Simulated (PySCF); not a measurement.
AlClFHO, SMILES [OH][Al]([F])[Cl]. Coordinates come from a PBE0-D3(BJ)/def2-SVP optimisation. Other conformers were not sampled.

Computed equilibrium geometry at PBE0-D3(BJ)/def2-SVP (PySCF confirms it by a frequency run) as bond lengths and angles, and its point group (one conformer of several):
point group Cs.
Atoms: Al1 F2 Cl3 O4 H5. Bonded distances (Å): Al1–F2 1.655, Al1–Cl3 2.074, Al1–O4 1.681, O4–H5 0.958. Bond angles (°): F2–Al1–Cl3 119.0, F2–Al1–O4 121.7, Cl3–Al1–O4 119.3, Al1–O4–H5 126.3.
Charge 0, spin multiplicity 1.
